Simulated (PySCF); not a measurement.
## 4-ethylstyrene (C=Cc1ccc(CC)cc1, C10H12)

Molfile (atoms numbered from 1):
```
C10H12
     RDKit          3D

 22 22  0  0  0  0  0  0  0  0999 V2000
    3.6377    0.3388    1.5879 C   0  0  0  0  0  0  0  0  0  0  0  0
    3.0042    0.4102    0.4109 C   0  0  0  0  0  0  0  0  0  0  0  0
    1.5815    0.1656    0.1474 C   0  0  0  0  0  0  0  0  0  0  0  0
    0.6599   -0.1702    1.1527 C   0  0  0  0  0  0  0  0  0  0  0  0
   -0.6760   -0.3957    0.8506 C   0  0  0  0  0  0  0  0  0  0  0  0
   -1.1542   -0.2982   -0.4637 C   0  0  0  0  0  0  0  0  0  0  0  0
   -2.6136   -0.4914   -0.7742 C   0  0  0  0  0  0  0  0  0  0  0  0
   -3.4175    0.8002   -0.6430 C   0  0  0  0  0  0  0  0  0  0  0  0
   -0.2387    0.0367   -1.4656 C   0  0  0  0  0  0  0  0  0  0  0  0
    1.1012    0.2637   -1.1663 C   0  0  0  0  0  0  0  0  0  0  0  0
    4.7076    0.5448    1.6624 H   0  0  0  0  0  0  0  0  0  0  0  0
    3.1237    0.0748    2.5162 H   0  0  0  0  0  0  0  0  0  0  0  0
    3.5913    0.6795   -0.4747 H   0  0  0  0  0  0  0  0  0  0  0  0
    0.9940   -0.2590    2.1887 H   0  0  0  0  0  0  0  0  0  0  0  0
   -1.3709   -0.6591    1.6535 H   0  0  0  0  0  0  0  0  0  0  0  0
   -3.0324   -1.2556   -0.0990 H   0  0  0  0  0  0  0  0  0  0  0  0
   -2.7198   -0.8891   -1.7965 H   0  0  0  0  0  0  0  0  0  0  0  0
   -4.4815    0.6335   -0.8712 H   0  0  0  0  0  0  0  0  0  0  0  0
   -3.0383    1.5722   -1.3301 H   0  0  0  0  0  0  0  0  0  0  0  0
   -3.3481    1.2067    0.3778 H   0  0  0  0  0  0  0  0  0  0  0  0
   -0.5813    0.1173   -2.5012 H   0  0  0  0  0  0  0  0  0  0  0  0
    1.7982    0.5202   -1.9689 H   0  0  0  0  0  0  0  0  0  0  0  0
  1  2  2  0
  2  3  1  0
  3  4  1  0
  4  5  2  0
  5  6  1  0
  6  7  1  0
  7  8  1  0
  6  9  2  0
  9 10  1  0
 10  3  2  0
  1 11  1  0
  1 12  1  0
  2 13  1  0
  4 14  1  0
  5 15  1  0
  7 16  1  0
  7 17  1  0
  8 18  1  0
  8 19  1  0
  8 20  1  0
  9 21  1  0
 10 22  1  0
M  END
```

Theory: quadratic response CAM-B3LYP/def2-SVPD first hyperpolarisability, Taylor convention, gas phase in PySCF 2.14.0. Geometry: PBE0-D3(BJ)/def2-SVP.

(1) Give the tensor of the static β(0;0,0) in the axes of these coordinates.

## Answers

(1) In au, Taylor convention; rows are the first index (the induced dipole):
```tsv
	xx	yy	zz	xy	xz	yz
x	-171.7	-0.4	-21.6	-16.3	-74.3	-9.0
y	-16.3	-14.9	-6.7	-0.4	-9.0	-5.9
z	-74.3	-5.9	+12.6	-9.0	-21.6	-6.7
```
Norm of βᵢ = ⅓ Σⱼ (βᵢⱼⱼ + βⱼᵢⱼ + βⱼⱼᵢ): 208.6 au, hyper-Rayleigh value 89.5 au.
